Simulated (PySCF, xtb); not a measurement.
BrGeH3O, SMILES [OH][GeH2][Br]. One conformer was computed; it need not be the lowest.

Harmonic wavenumbers (cm⁻¹) from GFN2-xTB (xtb 6.7.1) at its own minimum, in rising order: 162, 226, 293, 466, 570, 590, 674, 753, 799, 1886, 2010, 3632.

Problem. What does PySCF 2.14.0 with PBE0-D3(BJ)/def2-SVP give at its own minimum? (An estimate is asked for; the answer gives what the named calculation found.)

Solution. 158, 251, 310, 520, 659, 729, 797, 855, 919, 2170, 2220, 3902. Paired by order, the mean absolute difference is 120 cm⁻¹ and the zero-point energies are 17.2 and 19.3 kcal/mol.
